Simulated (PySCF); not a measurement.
Basis and Hamiltonian dependence of the ionisation energy of Te²⁺

Te²⁺ [Kr] 4d10 5s2 5p2 (3P) → Te³⁺ [Kr] 4d10 5s2 5p1 (2P). All values are computed (PySCF 2.14, energy differences of UHF-based or UKS calculations, no spin-orbit coupling). Values in eV.

```tsv
basis	Hamiltonian	functions	UHF	LDA	PBE0	MP2 (valence)	CCSD(T) (valence)	CCSD(T) (valence and next inner shell)
cc-pVDZ-PP with ECP28MDF	ECP	23	26.918	n/a	n/a	27.133	27.168	n/a
aug-cc-pVDZ-PP with ECP28MDF	ECP	32	26.936	27.689	27.551	27.153	27.189	n/a
x2c-SVPall	spin-free X2C	36	27.020	27.837	n/a	27.208	27.236	n/a
aug-cc-pVTZ-PP with one added diffuse shell each of d, f type with ECP28MDF	ECP	67	26.971	27.714	27.564	27.304	27.362	n/a
ANO-RCC-VTZP	spin-free X2C	68	27.071	27.812	27.639	27.395	27.454	27.608
aug-cc-pVTZ-DK3	spin-free X2C	68	26.960	27.719	27.554	27.290	27.346	n/a
x2c-TZVPPall with one added diffuse shell each of s, p, d, f type	spin-free X2C	76	26.942	27.706	27.550	27.242	27.292	27.432
def2-QZVPPD with the def2 core potential (28 electrons)	ECP	91	26.969	27.708	27.559	27.343	27.397	n/a
aug-cc-pVQZ-PP with ECP28MDF	ECP	92	26.971	27.710	27.560	27.344	27.397	n/a
aug-cc-pVQZ-DK3	spin-free X2C	102	26.959	27.717	27.554	27.326	27.378	n/a
aug-cc-pVQZ-PP with one added diffuse shell each of s, p, d, f, g type with ECP28MDF	ECP	117	26.970	27.709	27.560	27.345	n/a	n/a
x2c-QZVPPall with one added diffuse shell each of s, p, d, f type	spin-free X2C	128	26.963	27.733	27.568	27.331	n/a	n/a
aug-cc-pV5Z-PP with ECP28MDF	ECP	139	26.970	27.710	27.562	27.360	n/a	n/a
aug-cc-pwCVQZ-PP with ECP28MDF	ECP	169	26.969	n/a	n/a	27.350	n/a	n/a
```

Extrapolation of MP2 (valence) from aug-cc-pVQZ-PP with ECP28MDF and aug-cc-pV5Z-PP with ECP28MDF: the correlation parts are 0.374 and 0.390 eV; with the X⁻³ form and unrounded values, (5³ × 0.390 − 4³ × 0.374)/(5³ − 4³) = 0.407 eV, and adding the Hartree-Fock value 26.970 eV of the larger basis gives 27.377 eV.

Extrapolation of CCSD(T) (valence) from aug-cc-pVTZ-DK3 and aug-cc-pVQZ-DK3: the correlation parts are 0.385 and 0.419 eV; with the X⁻³ form and unrounded values, (4³ × 0.419 − 3³ × 0.385)/(4³ − 3³) = 0.443 eV, and adding the Hartree-Fock value 26.959 eV of the larger basis gives 27.402 eV.

Frozen in the all-electron rows: valence: [Kr] 4d10; valence and next inner shell: [Ar] 3d10; with a core potential, the same shells as far as they lie outside it.

Between the lowest levels the reference is 27.84 ± 0.04 eV (measured; NIST Atomic Spectra Database, ionization energies); it includes spin-orbit coupling, which these numbers lack.
